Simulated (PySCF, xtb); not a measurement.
Ge(H)2(vinyl)(NH2) (C₂H₇GeN), SMILES C=[CH][GeH2][NH2].

GFN2-xTB (xtb) at its own geometry gives an orbital gap of 4.26 eV and a dipole moment of 1.86 D.

The structure is a stationary point at PBE0-D3(BJ)/def2-SVP. One conformer was computed; it need not be the lowest.

What does PySCF with PBE/def2-TZVP give? (Estimate from the structure and the level; the computed values follow.)

gap 4.34 eV (levels -5.74 and -1.40 eV), dipole 1.53 D.
